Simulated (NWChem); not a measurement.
System: C2H3F3Si; SMILES FC(F)=C(F)[SiH3]

Here is an NWChem input.

```
start job
memory heap 200 mb stack 900 mb global 1100 mb
geometry units angstroms noautoz
  F     -1.372700     1.111435    -0.681674
  C     -0.170705     1.001401    -0.174805
  F      0.412621     2.162738    -0.058490
  C      0.377985    -0.167092     0.175936
  F      1.624313    -0.125286     0.684833
  Si    -0.405449    -1.869443     0.034968
  H      0.446335    -2.723180    -0.842916
  H     -0.473509    -2.484843     1.392071
  H     -1.770212    -1.725252    -0.542112
end
basis spherical
  * library 6-31g*
end
dft
  xc xwpbe 1.00 cpbe96 1.0 hfexch 1.00
  cam 0.05 cam_alpha 0.0 cam_beta 1.0
  iterations 150
  vectors input atomic output neutral.movecs
end
task dft energy
charge 1
dft
  odft
  mult 2
  vectors input atomic output cation.movecs
end
task dft energy
```

The geometry was optimised at PBE0/def2-SVP.

Ions are spin-unrestricted doublets at the neutral geometry; other ion states weren't tried. Functional: LC-ωPBE (HJS hole) with 6-31G*; the question gives the range parameter ω in 1/bohr.

### Question
Predict the main results of this run. (LC-wPBE (HJS exchange hole, range parameter 0.05 per bohr)/6-31G* (spherical d), vertical spin-unrestricted ions.) Quantities: vertical ionisation energy, ΔSCF (eV); −ε(HOMO) (eV).

### Answer
```json
{
  "vertical ionisation energy, ΔSCF (eV)": "9.14",
  "−ε(HOMO) (eV)": "6.40"
}
```
